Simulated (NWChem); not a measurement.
# fluoroethane (C$_{2}$H$_{5}$F) in NWChem

SMILES: FCC
```xyz
8

C     -1.1771     0.2668     0.0000
C      0.3188     0.4478     0.0000
F      0.9482    -0.7739     0.0000
H     -1.6835     1.2440     0.0000
H     -1.5017    -0.2907    -0.8912
H     -1.5017    -0.2907     0.8912
H      0.6514     1.0072     0.8922
H      0.6514     1.0072    -0.8922
```
Charge 0, spin multiplicity 1.

The numbers come from NWChem runs, not from measurements. The geometry was optimised at PBE0/def2-SVP, a minimum by its harmonic frequencies.

Symmetry labels belong to the abelian group Cs used in the runs, with the axes of the coordinates shown.

The Pople sets run with spherical d functions.

Question: List the lowest 6 singlet excitations that TD-PBE/6-31+G* (spherical d) gives, with oscillator strengths.

Answer: 
| state | symmetry | energy (eV) | wavelength (nm) | f |
|---|---|---|---|---|
| 1 | a" | 7.70 | 161 | 0.002 |
| 2 | a' | 7.97 | 156 | 0.020 |
| 3 | a" | 8.21 | 151 | 0.024 |
| 4 | a' | 8.41 | 147 | 0.065 |
| 5 | a" | 8.50 | 146 | 0.009 |
| 6 | a' | 8.59 | 144 | 0.034 |
